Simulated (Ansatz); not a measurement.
```yaml
crystal:
  periodic: [false, false, false]
  atoms:
    - {symbol: N, position_ang: [-1.565733, 0.766951, 0.106102]}
    - {symbol: Ti, position_ang: [0.260580, 0.358771, 0.078605]}
    - {symbol: N, position_ang: [0.541865, -0.972568, 1.363596]}
    - {symbol: N, position_ang: [0.623796, -0.407317, -1.589919]}
    - {symbol: Cl, position_ang: [1.524791, 2.165905, 0.459514]}
    - {symbol: H, position_ang: [-1.982831, 1.370581, 0.803012]}
    - {symbol: H, position_ang: [-2.233489, 0.548295, -0.618160]}
    - {symbol: H, position_ang: [1.462580, -1.228223, 1.696681]}
    - {symbol: H, position_ang: [-0.172159, -1.427288, 1.912838]}
    - {symbol: H, position_ang: [0.747780, 0.141844, -2.430795]}
    - {symbol: H, position_ang: [0.858219, -1.373851, -1.760575]}
basis:
  gaussian: {orbitals: cc-pVDZ, fitting: {mean_field: cc-pVTZ-jkfit}}
hamiltonian: {xc: {name: BHLYP}, dispersion: d3bj}
```

```sh
$ ansatz run in.yaml --threads 2 --pin off --events-out ev --progress --plain --max-ram 32768MiB --backend cpu
```

(1) How does Ansatz answer? (An estimate is asked.)

Results:

(1) Ansatz gave: The input was rejected before any iteration.
```
Functional definition: BHLYP
Error: <dir> the basis set cc-pVTZ-JKFIT has no functions for Ti
```
